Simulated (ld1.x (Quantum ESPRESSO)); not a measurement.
**Reading a pseudo-wave (mercury)**

Columns: radius, all-electron u(r) and pseudo u(r) of the 5d shell (level -10.46 eV) of mercury in the configuration [Xe] 4f14 5d10 6s1.75 6p0.25; PBE, scalar-relativistic, RRKJ scheme, ld1.x (Quantum ESPRESSO) 7.5.

```tsv
r (bohr)	all-electron	pseudo
0.120	0.2801	0.0049
0.240	-0.2367	0.0370
0.360	-0.4343	0.1143
0.480	-0.2005	0.2392
0.600	0.1600	0.3984
0.720	0.4779	0.5676
0.840	0.7022	0.7195
0.960	0.8345	0.8322
1.080	0.8940	0.8948
1.200	0.9023	0.9083
1.320	0.8774	0.8834
1.440	0.8327	0.8354
1.560	0.7774	0.7777
1.680	0.7177	0.7177
1.800	0.6573	0.6573
1.920	0.5986	0.5986
2.040	0.5429	0.5429
2.160	0.4910	0.4910
2.280	0.4430	0.4430
2.400	0.3991	0.3991
2.520	0.3591	0.3591
2.640	0.3228	0.3228
2.760	0.2899	0.2899
2.880	0.2603	0.2603
3.000	0.2336	0.2336
3.120	0.2096	0.2096
```

Q: How many radial nodes do the two functions have?

A: The all-electron 5d function has n − l − 1 = 2; the pseudo-wave has 0, since the states of the same l below it are removed with the core.

Q: At about which radius was the pseudo-wave matched?

A: 1.65 bohr, where the columns begin to agree (steps of 0.12 bohr).

Q: Where does each function peak?

A: Outermost all-electron maximum near 1.20 bohr, pseudo maximum near 1.20 bohr (to the table’s step).

Q: Is the pseudo-wave norm-conserving?

A: Yes: the RRKJ scheme keeps the norm inside the radius equal to the all-electron one, which fixes the energy derivative of the logarithmic derivative at the level.
